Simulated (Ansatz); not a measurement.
Mulliken charges of GeH$_{3}$S$_{3}$, SMILES `[SH][Ge]([SH])[SH]` radical from B3LYP/def2-TZVPP in Ansatz (PBE0-D4/def2-TZVP geometry).

```tsv
atom	x (Å)	y (Å)	z (Å)	charge (e)
S1	-1.797	1.252	0.386	-0.261
Ge2	-0.354	-0.319	-0.291	0.450
S3	-0.497	-1.836	1.332	-0.263
S4	1.769	0.418	-0.357	-0.272
H5	-1.085	2.237	-0.186	0.115
H6	0.329	-2.690	0.704	0.119
H7	1.635	0.938	-1.589	0.113
```

Problem. By hand: the dipole of these point charges (1 e Å = 4.8032 D).

Solution. Σ q r = (0.058, -0.058, -0.602) e Å, of length 0.608 e Å = 2.92 D.

Problem. How does the dipole of the full density compare? (Estimate.)

Solution. Ansatz gave: (0.113, 0.030, -0.367) e Å, 1.85 D; the point charges give 1.58 times that, at 15° from its direction.

Point charges leave out the atoms' own dipoles, such as those of lone pairs, and Mulliken's split depends on the basis, so the two needn't agree.

B3LYP here is the variant with VWN-RPA as its local correlation; programs differ in this.
